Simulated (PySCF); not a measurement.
## Correlation energy of Zn⁺ (zinc, charge +1)

[Ar] 3d10 4s1, 2S determinant. Calculation: PySCF 2.14, in def2-TZVP (6s5p4d1f, 48 functions); the non-relativistic Hamiltonian (point nucleus). Frozen: [Ar]; 11 electrons correlated.

MP2 pair energies summed by pair of shells (mhartree):

| pair | energy | share (%) |
| --- | --- | --- |
| 3d-3d | -345.68 | 95.0 |
| 3d-4s | -18.11 | 5.0 |

Total MP2 correlation energy: -363.79 mhartree.

Same-spin part -136.23 and opposite-spin part -227.56 mhartree; SCS-MP2 scales them by 1/3 and 6/5 to -318.48 mhartree.

```json
{"level": "CCSD", "correlation energy (mhartree)": "-330.08"}
{"level": "(T)", "correlation energy (mhartree)": "-5.67"}
{"level": "CCSD(T)", "correlation energy (mhartree)": "-335.75"}
```

Diagnostics: T1 = 0.010, D1 = 0.0231, largest double amplitude 0.018.

Question: Is a single reference adequate?

Answer: Yes: T1 lies below 0.03 and no double amplitude reaches 0.07.
